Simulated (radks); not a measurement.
Neutral tellurium inside a hard spherical wall (all orbitals vanish at R), configuration held at [Kr] 4d10 5s2 5p4 and not refilled when levels cross. Calculated with a radial shooting solver on a logarithmic mesh with Libxc functionals: scalar-relativistic Kohn-Sham, LDA (Slater exchange, Perdew-Wang correlation), spin-polarised, spherical densities, finite nucleus; open shells are filled with parallel spins first (spin-orbit coupling, left out, can overturn this in heavy ions); Fermi nuclear charge, rms radius 4.7423 fm. Eigenvalues in eV for spin up, with the zero of energy where the potential of the charges vanishes at infinity; a dash marks a level that is unbound or too diffuse for the functional's potential to be trusted. A positive occupied level is held by the wall or, in an anion where self-interaction has pushed it up, behind a barrier. The pressure on the wall is -dE/dV.

R (bohr)  E (hartree)  kinetic (hartree)    e(4p)    e(4d)    e(5s)   e(5p)  e(6s, empty)  e(5d, empty)  pressure (GPa)
free      -6788.65984           7110.517  -114.18  -41.726  -15.785  -6.539        -0.560             -               0
15        -6788.65984           7110.517  -114.18  -41.726  -15.785  -6.539        -0.510         0.987        < 0.0001
12        -6788.65983           7110.517  -114.18  -41.725  -15.784  -6.538        -0.365         1.245        0.000219
5         -6788.53532           7111.262  -111.37  -38.976  -13.643  -4.110        11.921         8.105            16.3
4         -6788.13397           7113.136  -106.91  -34.673   -9.955   0.531        28.936        16.348             115
2.5       -6782.41723           7134.363  -82.743  -11.559   21.729  39.829        145.38        72.667            4470
2         -6771.02389           7173.493  -56.647   14.970   73.207  99.644        292.14        145.47           23400
